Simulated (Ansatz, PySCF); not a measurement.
System: YOBr (charge 0, singlet). SMILES: [O]=[Y][Br]
Geometry: optimised at B3LYP-D3(BJ)/def2-TZVP (Ansatz, a first-principles code).

Wanted: size of the dipole moment, in D. Conventions: dispersion terms only where a functional's name holds one; six Cartesian d functions in 6-31G* and its kin unless marked 5d; LANL2DZ with its own core potentials from Na on; no spin-orbit coupling; STO-3G and 3-21G all-electron and non-relativistic. Ab initio and DFT rows: single points at B3LYP-D3(BJ) geometries (Ansatz).

| level | program | size of the dipole moment (D) |
|---|---|---|
| SVWN5/6-31G* with LANL2DZ past Ar | Ansatz | 6.92 |
| PBE/STO-3G | Ansatz | 4.35 |
| PBE/3-21G | Ansatz | 6.62 |
| PBE/6-31G* with LANL2DZ past Ar | Ansatz | 7.01 |
| BLYP/6-31G* with LANL2DZ past Ar | Ansatz | 6.95 |
| BP86/6-31G* with LANL2DZ past Ar (5d) | PySCF | 7.06 |
| B3LYP/LANL2DZ | Ansatz | 7.54 |
| B3LYP/6-31G* with LANL2DZ past Ar | Ansatz | 7.43 |
| PBE0/6-31G* with LANL2DZ past Ar | Ansatz | 7.58 |
| M06-2X/6-31G* with LANL2DZ past Ar (5d) | PySCF | 7.83 |

No value to compare with is used here. The 10 habitual levels span 4.35 (PBE/STO-3G) to 7.83 D (M06-2X/6-31G* with LANL2DZ past Ar (5d)).

The levels are drawn from those run, B3LYP/6-31G* more often than the rest, none by its result; left out are runs that failed, that the program found above a lower state of the same kind, or whose <S^2> lies over 0.5 above the pure value.
